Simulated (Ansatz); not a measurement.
Mg₃Al₃⁺. The state is a singlet with charge 1. Geometry PBE0-D4/def2-SVP; atoms count from 1.

Cartesian coordinates in Å:
```
Al -0.975 -1.572 1.497
Al 0.120 0.039 -0.239
Al -1.023 0.987 1.907
Mg 1.475 0.434 -2.495
Mg 0.146 2.755 0.096
Mg 0.256 -2.642 -0.765
```

The restricted singlet is unstable towards broken spin symmetry in Hartree–Fock (as tested in another run); at PBE0-D4/def2-TZVP this wasn't settled. Another isomer (singlet) lies 0.33 eV lower at PBE0-D4/def2-TZVP; other spin states weren't run for this one.

Q: Estimate the Mulliken populations from the PBE0/def2-TZVP orbitals of Ansatz.

A: 
```csv
atom,charge (e)
Al1,0.06
Al2,-0.10
Al3,0.06
Mg4,0.31
Mg5,0.33
Mg6,0.33
```
Mulliken values depend strongly on the basis.

Q: And the Mayer bond orders between heavy atoms (over 0.3)?

A: Al1–Al2 0.67 (2.61 Å); Al1–Al3 0.63 (2.59 Å); Al1–Mg6 0.58 (2.79 Å); Al2–Al3 0.67 (2.61 Å); Al2–Mg4 0.83 (2.66 Å); Al2–Mg5 0.53 (2.74 Å); Al2–Mg6 0.53 (2.74 Å); Al3–Mg5 0.58 (2.79 Å).
